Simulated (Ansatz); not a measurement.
Z-matrix (Å, degrees):
```
C
O 1 1.425
Sb 1 2.521 2 52.1
N 1 1.471 2 106.4 3 5.3
H 1 1.097 2 110.6 3 127.6
H 1 1.098 2 109.1 3 -113.5
C 3 2.144 1 95.0 2 -94.3
H 4 1.013 1 111.3 2 109.2
H 7 1.092 3 109.8 1 114.2
H 7 1.092 3 109.4 1 -126.5
H 7 1.089 3 109.0 1 -6.5
```

Charge 0, multiplicity 1. Sb takes the def2 core potential.

List the r2SCAN/def2-TZVPP orbital energies in eV (the Gaussian-basis code of Ansatz). (Best estimate.)

The calculation gave: Occupied: -515.12, -384.84, -274.84, -272.91, -154.22, -106.06, -105.90, -105.80, -34.30, -34.25, -34.14, -34.10, -33.99, -26.10, -21.85, -18.21, -16.33, -13.56, -11.93, -11.17, -10.88, -10.29, -10.26, -8.31, -8.06, -6.93, -6.23, -5.38. Lowest empty: -2.23, -0.40, 1.17, 1.31, 2.27, 2.45, 2.94, 3.43.
